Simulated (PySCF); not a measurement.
## LiI: from constants to spectrum

RHF-CCSD(T) constants of LiI, ¹Σ⁺ (singlet), closed shell (Li cc-pVDZ, I cc-pVDZ-PP with ECP28; scalar-relativistic core potentials (PySCF 2.14); masses 7.0160 and 126.9045 u):

| Item | Value |
| --- | --- |
| ωe | 492.0 cm⁻¹ |
| ωexe | 2.46 cm⁻¹ |
| Be | 0.42578 cm⁻¹ |
| αe | 0.00338 cm⁻¹ |
| D (centrifugal) | 1.28e-06 cm⁻¹ |
| De to Li + I | 3.53 eV |

(1) Estimate the standard entropy (1 bar) and heat capacity of the ideal gas at 500 K, rigid rotor with B0 and harmonic oscillator at the fundamental.

Measured values (Huber and Herzberg, Constants of Diatomic Molecules (1979)): ωe = 498.16 cm⁻¹, ωexe = 3.39 cm⁻¹, Be = 0.443182 cm⁻¹, αe = 0.00409 cm⁻¹.

Correlated steps freeze 4 core orbitals. Correlated levels converge slowly with the basis: in double zeta they bind strong bonds too weakly, by up to about 1 eV, and carry superposition errors of some tenths. Spin–orbit coupling is left out, which matters for elements this heavy, above all for dissociation energies. Where the molecule has an RHF reference, its open-shell atoms are computed with UHF.

Results:

(1) Translation (Sackur–Tetrode, M = 133.92 u): 180.7 J/(mol K). Rotation: q = kT/(σB0) = 819 with σ = 1, 64.1. Vibration: x = hcν0/kT = 1.40, 6.16. S° = 250.9 J/(mol K); Cp = 7R/2 + 7.08 = 36.2 J/(mol K).
